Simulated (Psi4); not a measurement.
Computed with Psi4 1.11 with SAPT0/jun-cc-pVDZ, frozen core.

Psi4 input:

```
molecule {
0 1
C 0.56245041 -0.00000000 -0.00000000
O -0.56245041 0.00000000 0.00000000
--
1 1
O 3.24374568 -0.16077769 0.10516391
H 3.67556176 0.56923849 0.59837740
H 2.26922584 -0.06575451 0.04248769
H 3.67236180 -0.35668491 -0.75538845
units angstrom
symmetry c1
no_reorient
no_com
}
set basis jun-cc-pvdz
set scf_type df
set freeze_core true
energy('sapt0')
```

Part of the output:

```
    SAPT Results
  --------------------------------------------------------------------------------------------------------
    Electrostatics                -18.88399613 [mEh]     -11.84988647 [kcal/mol]     -49.57992500 [kJ/mol]
      Elst10,r                    -18.88399613 [mEh]     -11.84988647 [kcal/mol]     -49.57992500 [kJ/mol]

    Exchange                       33.70106481 [mEh]      21.14773745 [kcal/mol]      88.48213347 [kJ/mol]
      Exch10                       33.70106481 [mEh]      21.14773745 [kcal/mol]      88.48213347 [kJ/mol]
      Exch10(S^2)                  33.02248219 [mEh]      20.72192042 [kcal/mol]      86.70051504 [kJ/mol]

    Induction                     -26.39053103 [mEh]     -16.56030824 [kcal/mol]     -69.28832968 [kJ/mol]
      Ind20,r                     -31.29375986 [mEh]     -19.63713078 [kcal/mol]     -82.16175518 [kJ/mol]
      Exch-Ind20,r                 13.09515352 [mEh]       8.21733289 [kcal/mol]      34.38132082 [kJ/mol]
      delta HF,r (2)               -8.19192469 [mEh]      -5.14051035 [kcal/mol]     -21.50789532 [kJ/mol]

    Dispersion                     -4.61124813 [mEh]      -2.89360189 [kcal/mol]     -12.10683030 [kJ/mol]
      Disp20                       -5.56061922 [mEh]      -3.48934124 [kcal/mol]     -14.59940374 [kJ/mol]
      Exch-Disp20                   0.94937108 [mEh]       0.59573935 [kcal/mol]       2.49257344 [kJ/mol]
      Disp20 (SS)                  -2.78030961 [mEh]      -1.74467062 [kcal/mol]      -7.29970187 [kJ/mol]
      Disp20 (OS)                  -2.78030961 [mEh]      -1.74467062 [kcal/mol]      -7.29970187 [kJ/mol]
      Exch-Disp20 (SS)              0.63814345 [mEh]       0.40044106 [kcal/mol]       1.67544540 [kJ/mol]
      Exch-Disp20 (OS)              0.31122763 [mEh]       0.19529829 [kcal/mol]       0.81712804 [kJ/mol]

  Total HF                        -11.57346235 [mEh]      -7.26245727 [kcal/mol]     -30.38612120 [kJ/mol]
  Total SAPT0                     -16.18471048 [mEh]     -10.15605916 [kcal/mol]     -42.49295151 [kJ/mol]
```
